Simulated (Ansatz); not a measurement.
Nb(OH)2 (H₂NbO₂), SMILES [OH][Nb][OH] (connectivity only; charge and spin as stated), neutral, multiplicity 4.

Geometry: PBE0-D3(BJ)/def2-TZVP. The spin state was assumed, not searched. The def2 effective core potentials stand for the cores of Nb; spin–orbit coupling is left out. The values are those of a single conformer.

Two levels are set side by side: PBE/def2-TZVPD (Ansatz, a first-principles code) and CAM-B3LYP/def2-TZVPD (Ansatz). Energy differences of separate SCF runs at the same geometry; the states with an electron removed or added have multiplicity 3 and 3. Differences are taken from unrounded values.

```
quantity                         CAM-B3LYP
-------------------------------  ---------
vertical ionisation energy (eV)       7.15
```

Task: What does PBE give, and how far is it from CAM-B3LYP? (An estimate is asked for; the answer gives what the named calculation found.)

Result: 
```json
[
 {"quantity": "vertical ionisation energy (eV)", "PBE": "7.17", "PBE minus CAM-B3LYP": "0.02"}
]
```

Here PBE gives about what the other level gives.
